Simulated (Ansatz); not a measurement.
Frontier orbitals of C2H7AlSSi.

| atom | x (Å) | y (Å) | z (Å) |
| --- | --- | --- | --- |
| Si1 | 1.4969 | 0.4115 | -1.9968 |
| Al2 | -0.1249 | -0.1923 | -0.2957 |
| C3 | -1.8228 | -0.5839 | 0.5508 |
| C4 | -0.8713 | 0.2834 | 1.4025 |
| S5 | 0.4025 | -0.9130 | 1.9481 |
| H6 | 1.9191 | -0.7669 | -2.8020 |
| H7 | 0.9202 | 1.4213 | -2.9271 |
| H8 | 2.7117 | 0.9983 | -1.3659 |
| H9 | -2.1728 | -1.5369 | 0.9528 |
| H10 | -2.6626 | 0.0114 | 0.1900 |
| H11 | -1.2305 | 0.9357 | 2.1918 |
| H12 | 1.4345 | -0.0685 | 2.1514 |

Total charge 0; spin multiplicity 1. The bonds changed during the relaxation, so this is another structure than the one it started from. The structure was optimised at the PBE0-D4/def2-TZVP level. It is one conformer, not always the lowest. Basis def2-TZVPP, the Gaussian-basis code of Ansatz.

Orbital energies of one run (eV). Highest occupied ones, from the top: -5.00, -6.43, -7.39, -8.50, -8.95, -8.98, -9.06, -9.73, -11.28, -12.34, -13.83, -14.68, -18.37, -21.49. Empty: -1.49, -1.24, -0.98, -0.13, 0.19, 0.78.

(1) Which functional gave them?
A. B97M-V
B. PBE0
C. LC-ωPBE
D. HSE06 (plane-wave form)

Results:

(1) A. HOMO energies: B97M-V -5.00, PBE0 -5.82, LC-ωPBE -8.35, HSE06 -5.43 eV.

LC-ωPBE has ω = 0.4 bohr⁻¹.
